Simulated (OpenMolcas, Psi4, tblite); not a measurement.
A ladder of methods for Si2NH6F (SMILES F[SiH2]N[SiH3])

Si2NH6F: 10 atoms, total charge 0, spin state singlet. As SMILES, `F[SiH2]N[SiH3]`. The shape is that of a PBE0-D4/def2-TZVP optimisation. This is one conformer, not always the lowest.

```xyz
10

F    -1.5615    0.9943   -1.7767
Si   -0.3750    1.3018   -0.7459
N     0.5148   -0.0948   -0.3359
Si    0.1948   -1.2361    0.9287
H     0.5172    2.2672   -1.4267
H    -1.0101    1.8394    0.4759
H     1.2643   -0.3362   -0.9700
H     1.3915   -1.4221    1.7916
H    -0.1863   -2.5698    0.3920
H    -0.9244   -0.6833    1.7303
```

Each level gives the energy change with the Si4–H10 bond stretched from 1.483 to 3.264 Å (eV). The values are calculated.

```
                       level                   kind     program  value (eV)  less CCSD(T)/cc-pVDZ  CPU time (all runs)
                   IPEA1-xTB         semi-empirical      tblite        5.66                 +1.90            under 2 s
   HF/cc-pVDZ (unrestricted)           Hartree–Fock  OpenMolcas        3.28                 -0.48                 30 s
  SVWN5/cc-pVDZ (restricted)                    LDA  OpenMolcas        4.14                 +0.38                 84 s
    PBE/cc-pVDZ (restricted)                    GGA  OpenMolcas        4.12                 +0.36              2.2 min
 r2SCAN/cc-pVDZ (restricted)               meta-GGA  OpenMolcas        4.42                 +0.66              2.1 min
  BHLYP/cc-pVDZ (restricted)          global hybrid  OpenMolcas        4.95                 +1.19                 93 s
 B2PLYP/cc-pVDZ (restricted)          double hybrid  OpenMolcas        4.53                 +0.77                 76 s
    MP2/cc-pVDZ (restricted)    perturbation theory  OpenMolcas        4.79                 +1.03                 30 s
CCSD(T)/cc-pVDZ (restricted)  coupled cluster or CI        Psi4        3.76                  0.00                 58 s
```

CCSD(T)/cc-pVDZ (restricted) is the highest level here, not the true value. Its T1 diagnostic reaches 0.035, a sign that one reference may not serve. At this stretch a single reference begins to fail. The first shape isn't each level's own minimum. The values span 3.28 to 5.66 eV. Spin contamination of the reference (⟨S²⟩ at least 0.1 too high) touches HF/cc-pVDZ. CPU times are rough (shared hosts, several kinds of processor): they show what a rung costs within a factor of a few.
